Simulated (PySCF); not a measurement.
A PySCF script (with the pyscf-properties extension) for the NMR shieldings of SMILES C=C(C)[P@@](=O)(O)C[SiH3], C4H11O2PSi, on a GFN2-xTB geometry:

```python
import basis_set_exchange as bse
import numpy as np
from pyscf import gto, dft
from pyscf.prop import nmr

atoms = """
C    -1.013196    0.165978    2.038152
C    -0.998817    0.133386    0.716311
C    -1.746019    1.058350   -0.183760
P    -0.008935   -1.172273   -0.085083
O     0.630293   -2.123818    0.830968
O    -1.094533   -1.921445   -1.034871
C     1.097135   -0.367252   -1.276877
Si    2.292746    0.728394   -0.293602
H    -0.434419   -0.546979    2.601408
H    -1.589876    0.887907    2.595585
H    -2.192076    0.496005   -1.002686
H    -1.066495    1.795748   -0.612458
H    -2.528248    1.584441    0.359653
H    -1.266438   -2.781492   -0.647911
H     0.513404    0.183265   -2.009592
H     1.628902   -1.168294   -1.789623
H     1.531873    1.772213    0.402624
H     3.052498   -0.067930    0.662079
H     3.182395    1.353047   -1.277779
"""
names = dict.fromkeys(["C", "P", "O", "Si", "H"], "pcSseg-1")
basis = {el: gto.basis.parse(bse.get_basis(n, elements=[el], fmt="nwchem")) for el, n in names.items()}
mol = gto.M(atom=atoms, basis=basis, charge=0, verbose=0)
mf = dft.RKS(mol, xc="PBE0")
mf.grids.level = 2
mf.grids.alignment = dft.numint.BLKSIZE   # the property module wants whole blocks of grid points
mf.conv_tol = 1e-9
mf.kernel()

calc = nmr.RKS(mf)   # GIAO
C = mf.mo_coeff
Co = C[:, mf.mo_occ > 0]
resp = mf.gen_response(singlet=True, hermi=2)
def vind(x):   # induced exchange potential for any number of trial vectors
    d = np.einsum("pi,xij,qj->xpq", C, 2 * x.reshape(-1, C.shape[1], Co.shape[1]), Co, optimize=True)
    return np.einsum("xpq,pi,qj->xij", resp(d - d.transpose(0, 2, 1)), C, Co, optimize=True).ravel()
mo1, _ = nmr.rhf.solve_mo1(calc, with_cphf=vind)
sigma = calc.kernel(mo1)
for i, s in enumerate(sigma):   # ppm
    w = np.linalg.eigvalsh((s + s.T) / 2)
    print("%2d %-2s iso %8.1f  s11 %8.1f  s22 %8.1f  s33 %8.1f" % (i, mol.atom_pure_symbol(i), w.mean(), *w))
```

Task: What are the results?

Result: 
```
 0 C  iso     51.2  s11    -64.1  s22     54.9  s33    162.7
 1 C  iso     38.4  s11    -71.7  s22     36.2  s33    150.7
 2 C  iso    166.8  s11    154.4  s22    158.9  s33    187.0
 3 P  iso    284.7  s11    208.5  s22    228.6  s33    416.9
 4 O  iso    195.6  s11    140.6  s22    158.1  s33    288.1
 5 O  iso    220.6  s11    155.1  s22    222.2  s33    284.4
 6 C  iso    174.7  s11    162.8  s22    166.8  s33    194.6
 7 Si iso    426.4  s11    401.0  s22    418.4  s33    459.7
 8 H  iso     25.4  s11     21.9  s22     23.7  s33     30.6
 9 H  iso     25.6  s11     22.4  s22     25.1  s33     29.4
10 H  iso     29.5  s11     24.7  s22     29.9  s33     33.9
11 H  iso     30.0  s11     25.8  s22     29.7  s33     34.7
12 H  iso     29.7  s11     25.4  s22     27.7  s33     35.9
13 H  iso     29.4  s11     22.6  s22     24.7  s33     41.0
14 H  iso     30.5  s11     26.3  s22     29.1  s33     36.0
15 H  iso     30.4  s11     26.2  s22     28.2  s33     36.8
16 H  iso     28.0  s11     23.8  s22     28.4  s33     31.9
17 H  iso     27.7  s11     23.9  s22     26.5  s33     32.8
18 H  iso     27.8  s11     24.2  s22     25.1  s33     33.9
```

These numbers come from an equivalent density-fitted implementation of the same equations, which agrees with the script to about 0.01 ppm for H and up to a few tenths of a ppm for heavy atoms, so last digits may differ.

Task: Turn these shieldings into chemical shifts. δ = σ(ref) − σ, references computed at the same level: ¹³C (186.93 ppm) and ²⁹Si (349.16 ppm) and ¹H (31.72 ppm) against TMS; ³¹P (318.38 ppm) against H3PO4; ¹⁷O (336.08 ppm) against H2O.

Result: Averaging equivalent atoms: C 1: 148.5; C 0: 135.7; C 2: 20.1; C 6: 12.2; P 3: 33.7; O 4: 140.5; O 5: 115.5; Si 7: -77.2; H 8: 6.31; H 9: 6.10; H 16/17/18: 3.88; H 13: 2.28; H 10/11/12: 1.99; H 15: 1.33; H 14: 1.25 ppm. Experimental scales use liquid or dissolved standards, which lie at an offset from isolated H2O (liquid H2O: subtract about 36 ppm) and H3PO4.

Size and cost of the density-fitted run: 205 basis functions, 37 s wall time on 1 thread of an Arm Neoverse V1, shared host; peak memory 0.96 GiB.
